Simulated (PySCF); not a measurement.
UHF on Cl⁺ (chlorine, charge +1)

Configuration: [Ne] 3s2 3p4, high-spin 3P determinant. All numbers are calculated (PySCF 2.14, scalar relativity by spin-free X2C-1e, in Sapporo-DZP-2012 (5s4p2d, 27 functions)).

```
Total energy                                                  : -460.253025 hartree
One-electron energy                                           : -628.7621 hartree
Hartree (Coulomb) energy                                      : 195.7976 hartree
Exchange energy                                               : -27.2885 hartree
⟨S²⟩                                                          : 2.0090
⟨L²⟩                                                          : 2.028
Sum of ⟨r⟩                                                    : 13.33 bohr
Sum of ⟨r²⟩                                                   : 20.66 bohr²
Traceless quadrupole moment −½Σ⟨3z² − r²⟩ along its main axis : -1.53 e·bohr²
Langevin diamagnetic susceptibility                           : -16.4 ×10⁻⁶ cm³/mol
Time after the integrals                                      : 0.08 s of wall time on 1 thread of Neoverse-V1 (shared host)
```

```tsv
shell	electrons	mean orbital energy (eV)	spread (eV)	rms radius, mean of both spins (bohr)
1s α	1	-2877.1	0	0.106
1s β	1	-2876.3	0	0.106
2s α	1	-303.47	0	0.479
2s β	1	-302.81	0	0.479
2p α	3	-233.29	0.771	0.451
2p β	3	-232.05	0.546	0.451
3s α	1	-43.727	0	1.62
3s β	1	-36.760	0	1.62
3p α	3	-26.350	2.238	1.85
3p β	1	-23.510	0	1.85
```

Densities and radii are taken from the X2C orbitals without a picture-change correction, which distorts them close to the nucleus.
